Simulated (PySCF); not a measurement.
C₃H₁₀OSi, SMILES OC(C)([SiH3])C.

The structure is a stationary point at B3LYP-D3(BJ)/def2-SVP. One conformer was computed; it need not be the lowest.

Method: ωB97X/def2-TZVP run with PySCF.

```json
{
 "total_energy": "-485.07384 hartree",
 "point_group": "Cs",
 "highest_occupied_level": "-10.42 eV",
 "lowest_empty_level": "2.51 eV",
 "orbital_gap": "12.93 eV",
 "dipole_moment": "1.97 D",
 "quadrupole, principal values (traceless, Buckingham form, about the centre of nuclear charge)": "-3.90, -0.38, 4.29 D·Å",
 "mean_static_polarisability": "68.8 bohr³ (10.20 Å³)",
 "polarisability_principal_values": "64.8, 66.9, 74.8 bohr³"
}
```
